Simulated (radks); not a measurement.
Spherical quantum dot in the effective-mass picture: electrons in a parabolic well V = omega^2 r^2 / 2 with omega = 0.0747, all in effective atomic units (hartree* = m*/eps^2 hartree, bohr* = eps/m* bohr), one dielectric constant everywhere. Method: non-relativistic Kohn-Sham, LDA (Slater exchange, Perdew-Wang correlation), spin-polarised, spherical densities; computed with a radial shooting solver with Libxc functionals. Levels are named by radial order and angular momentum (1s, 1p, 1d, 2s, ...), and open shells are averaged over m.

N = 28, configuration 1s2 1p6 1d10 2s2 1f(up 7, down 1). This is the lowest configuration that the search found (a dilute case). Occupied and some empty levels:

level    occupation  eigenvalue (hartree*)  <r> (bohr*)
1s up             1                 2.3357        10.89
1s down           1                 2.3406        10.11
1p up             3                 2.3465        12.38
1p down           3                 2.3532        12.07
1d up             5                 2.3613        13.27
1d down           5                 2.3689        13.16
2s up             1                 2.3724        9.370
2s down           1                 2.3754        9.870
1f up             7                 2.3799        13.92
1f down           1                 2.3878        13.91
2p up             0                 2.3988        10.63
1g up             0                 2.4019        14.46
2p down           0                 2.4020        10.72
1g down           0                 2.4099        14.50
2d up             0                 2.4270        11.81
2d down           0                 2.4309        11.77

Energy (hartree*): total 39.4076, kinetic 1.0562, external 13.587, Hartree 27.689, exchange-correlation -2.9244.

Electron density:

r (bohr*)  n(r) (e/bohr*^3)
1.19               0.001950
2.52               0.001757
3.84               0.001491
5.17               0.001244
6.49               0.001107
7.82               0.001124
9.14               0.001283
10.5               0.001511
11.8               0.001687
13.1               0.001670
14.4               0.001376
15.8              0.0008902
17.1              0.0004269
18.4              0.0001484
19.8             0.00003639
21.1              6.437e-06
22.4              8.054e-07
23.7              7.403e-08
25.1              4.864e-09
